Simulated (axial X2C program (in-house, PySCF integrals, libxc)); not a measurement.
Results of a calculation; reference values are marked as such.
# BeSe: input and output of an EOM-EE-CCSD run

Program: an axial X2C code built on PySCF integrals.

Input and command:
```json
{"zs": [34, 4], "q": 0, "bas": ["dyall-acv3z", "dyall-acv3z"], "r0": 1.97, "eom": "ee", "thr": -2.0, "nmax": 88}
```
```bash
python soeom.py task.json out
```

Keys: zs atomic numbers; q charge; bas basis sets; r0 starting distance in Å; eom kind of EOM run; thr threshold in hartree for freezing inner shells (an s shell follows its p shell); nmax most natural virtual spinors.

Output at R = 1.862 Å (near the PBE0 minimum at charge 0 of the determinant lowest at the starting distance; the state shown can have its own minimum elsewhere), reference BeSe:

```
two-component X2C + atomic mean field  HF
basis functions 188  fitting functions 945  grid points 5077
iter        total energy     max residual
   1      -2441.929049381     2.31e-01
   2      -2441.946939818     7.57e-03
   3      -2441.947476554     1.21e-02
   4      -2441.947701410     1.67e-03
   5      -2441.947710623     2.53e-04
   6      -2441.947714004     4.01e-04
   7      -2441.947714738     1.29e-04
   8      -2441.947715037     4.47e-05
   9      -2441.947715111     4.70e-05
  10      -2441.947715150     1.60e-05
  11      -2441.947715160     8.25e-06
  12      -2441.947715161     3.61e-06
  13      -2441.947715162     1.02e-06
converged
one-electron -3476.23334676  Coulomb 1086.16809679  exact exchange -89.63774555  xc functional 0.00000000  nuclear repulsion 38.65096707  atomic mean-field constant -0.89568671
correlated 8  virtual 256  natural virtual 88  E(MP2) -0.196954560  MP2 remainder -0.016857322
iter   CCSD correlation   residual
   1     -0.187074611   1.24e-01
   2     -0.192043806   6.16e-02
   3     -0.194482024   2.72e-02
   4     -0.194570415   1.08e-02
   5     -0.194603616   4.46e-03
   6     -0.194623109   2.35e-03
   7     -0.194624161   1.21e-03
   8     -0.194634312   6.75e-04
   9     -0.194629066   4.88e-04
  10     -0.194631947   3.59e-04
  11     -0.194628591   2.02e-04
  12     -0.194629268   7.25e-05
  13     -0.194629012   2.72e-05
  14     -0.194628916   1.01e-05
  15     -0.194628893   4.57e-06
  16     -0.194628853   2.29e-06
  17     -0.194628834   1.22e-06
(T) -0.011968993  T1 0.0394  D1 0.0626  max T2 0.055
EOM-EE-CCSD roots
2*Omega      energy/Eh   energy/eV  one-particle weight
    0       0.03917177      1.0659      0.918
    0       0.03996067      1.0874      0.916
    0       0.09204104      2.5046      0.939
    0       0.12795351      3.4818      0.888
    0       0.14102793      3.8376      0.933
    2       0.03468755      0.9439      0.917
    2       0.04439771      1.2081      0.903
    2       0.09216583      2.5080      0.938
    2       0.14113645      3.8405      0.933
    4       0.03255443      0.8859      0.919
    4       0.15001141      4.0820      0.930
    4       0.16387529      4.4593      0.906
    6       0.14731520      4.0087      0.933
```
T1 in the output is the amplitude norm over the root of the electron number; divide by √2 for the Lee–Taylor value.

Reference electrons by ω block (each with its −ω partner): 1/2: 13, 3/2: 5, 5/2: 1. Root energies count from the CCSD energy of the reference. The reference has large amplitudes (orbital relaxation or multireference character). All roots sought are printed; those with a small one-particle weight need a further excitation, are placed far too high, and may in truth lie low or lowest. Inner shells are frozen, and levels at this size can be off by some tenths of an eV.
